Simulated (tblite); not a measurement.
benzonitrile (C$_{7}$H$_{5}$N), singlet, geometry from GFN2-xTB; tblite with GFN1-xTB with ALPB(water).

Here is a job for tblite.
```
$ tblite run mol.xyz --method gfn1 --charge 0 --spin 0 --alpb water --json tblite.json --no-restart

# file mol.xyz
13

N      3.11954950     0.55509879     0.02098944
C      1.99092193     0.35426857     0.01339563
C      0.59841258     0.10648271     0.00402633
C     -0.29759092     1.17226289     0.09170135
C     -1.65657157     0.92270395     0.08196575
C     -2.12584534    -0.37827711    -0.01430344
C     -1.23539287    -1.43730580    -0.10142392
C      0.12626512    -1.20274894    -0.09285409
H      0.07933305     2.18171727     0.16631022
H     -2.35309519     1.74500709     0.14964731
H     -3.18890940    -0.56744083    -0.02145612
H     -1.60456936    -2.44924172    -0.17627588
H      0.82920083    -2.02005096    -0.16019728
```

Output, abridged:

```
xTB calculator
 | screened Coulomb repulsion
 | Coulomb electrostatics
 |  * isotropic Klopman-Ohno-Mataga-Nishimoto electrostatics
 |  * onsite third-order electrostatics
 | DFT-D3(BJ) dispersion correction
 | Interactions (3)
 | [1] alpb/gbsa reaction field model
 | [2] cds contribution to solvation
 | [3] empirical free energy shift and standard state/solvent correction

halogen bonding energy    0.0000000000000E+00 Eh
repulsion energy          4.0857809071691E-01 Eh
dispersion energy        -5.9972970510442E-03 Eh
interaction energy        1.1683087826230E-03 Eh
number of electrons       3.8000000000000E+01 e
integral cutoff           1.9731147476801E+01 bohr

------------------------------------------------------------
  cycle        total energy    energy error   density error
------------------------------------------------------------
      1     -20.50701265196  -2.0910762E+01   7.2653513E-01
      2     -20.61419252163  -1.0717987E-01   4.4068685E-01
      3     -20.61066474000   3.5277816E-03   2.0906371E-01
      4     -20.63282442699  -2.2159687E-02   1.4731103E-02
      5     -20.63322327783  -3.9885084E-04   1.8393797E-03
      6     -20.63322695337  -3.6755407E-06   5.2538854E-04
      7     -20.63322720718  -2.5380979E-07   9.9302640E-05
      8     -20.63322722326  -1.6077035E-08   2.2648956E-05
      9     -20.63322722371  -4.5263349E-10   3.6225605E-06
------------------------------------------------------------

electronic energy        -2.1036976326161E+01 Eh
total energy             -2.0633227223713E+01 Eh

Post processing:
 | Mayer-Wiberg bond orders

[Info] JSON dump of results written to 'tblite.json'
```
